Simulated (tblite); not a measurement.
Compound: C4H9FSSi.
Z-matrix (Å and degrees, GFN2-xTB geometry), rows numbered from 1:
```
F 
C   1  1.3524
S   2  1.7946  1  117.56
C   2  1.4819  1  118.33  3   -76.86
C   4  1.5076  2  119.84  3  -110.09
C   5  1.5268  4  110.19  2   -84.83
Si  6  1.9050  5  112.72  4  -179.22
H   2  1.0860  1  109.81  3   136.70
H   4  1.0865  2  116.08  3   104.74
H   5  1.0913  4  109.22  2    36.14
H   5  1.0917  4  109.05  2   154.04
H   6  1.0914  5  108.85  4    58.97
H   6  1.0921  5  109.05  4   -56.99
H   7  1.4623  6  109.32  5   -59.74
H   7  1.4645  6  108.72  5    60.18
H   7  1.4631  6  108.06  5   179.77
```

Method: GFN2-xTB as coded in tblite; computed harmonic values from a numerical Hessian at the method's own geometry, unscaled. Against measured fundamentals such values can be off by several per cent, at times by over 20. Modes of hydrogen on silicon can be 10 to 20 % off. One conformer, not necessarily the lowest.

Harmonic wavenumbers (cm⁻¹): 55.5, 65.4, 109.5, 126.2, 209.6, 271.9, 286.4, 351.8, 510.4, 544.4, 564.0, 687.5, 699.4, 737.3, 770.5, 778.8, 785.1, 792.7, 902.2, 928.4, 968.8, 1000.1, 1066.3, 1070.8, 1147.9, 1194.5, 1235.9, 1259.0, 1265.1, 1327.5, 1350.5, 1481.3, 1484.0, 2261.6, 2272.7, 2281.3, 2965.6, 2979.8, 2986.9, 2994.2, 3003.0, 3011.9.

A = 4000, B = 754.5, C = 688.1 MHz; mass 136.018 u (most abundant isotopes); point group C1, symmetry number 1.

Question: Zero-point energy?

Answer: Half the sum of the wavenumbers: 25393 cm⁻¹ = 72.60 kcal/mol.

Question: What is S at 298.15 K and 1 bar for an ideal gas of classical rigid rotors and harmonic oscillators?

Answer: Translation 40.66, rotation 29.43, vibration 25.82: S = 95.9 cal/(mol K).

Question: And Cp and H(298.15 K) − H(0)?

Answer: Cp = 35.01 cal/(mol K), of which vibrations give 27.06 (their classical limit is 42 R = 83.5); H(298.15 K) − H(0) = 6.40 kcal/mol without the zero-point energy, 4.03 from vibrations.

Question: What must be added to the electronic energy to get the Gibbs energy at 298.15 K and 1 bar?

Answer: ZPE + [H(298.15 K) − H(0)] − T·S = 72.60 + 6.40 − 28.60 = 50.40 kcal/mol.

Question: Blend soft modes into free rotors: weight 1/[1 + (100 cm⁻¹/ν̃)⁴] for the oscillator and the rest for a rotor with moment μB/(μ + B), μ = h/(8π²ν), B = 10⁻⁴⁴ kg m². What vibrational entropy results?

Answer: 23.60 cal/(mol K) in place of 25.82, which changes −T·S at 298.15 K by +0.66 kcal/mol.

Question: How do the functions run with temperature in this model?

Answer: 
| T (K) | S (cal/(mol K)) | Cp (cal/(mol K)) | H − H(0) (kcal/mol) | G − H(0) (kcal/mol) | ln q(vib) |
| --- | --- | --- | --- | --- | --- |
| 100 | 69.3 | 17.5 | 1.27 | -5.66 | 1.60 |
| 200 | 83.9 | 25.8 | 3.42 | -13.36 | 3.94 |
| 300 | 96.1 | 35.2 | 6.47 | -22.37 | 6.23 |
| 500 | 118.0 | 50.9 | 15.18 | -43.84 | 10.78 |
| 800 | 145.4 | 65.2 | 32.81 | -83.50 | 17.31 |
| 1000 | 160.6 | 71.2 | 46.49 | -114.14 | 21.33 |

q(vib) and H(0) count from the zero-point level.

Hindered rotation and anharmonicity are outside this model. Other conformers, if any are populated, would add a mixing term that is left out. The structure is chiral; the term R ln 2 for an equal mix with its mirror image is left out.

Hardware: one thread, Arm Neoverse N1, shared host. The figure is for the frequency step alone.
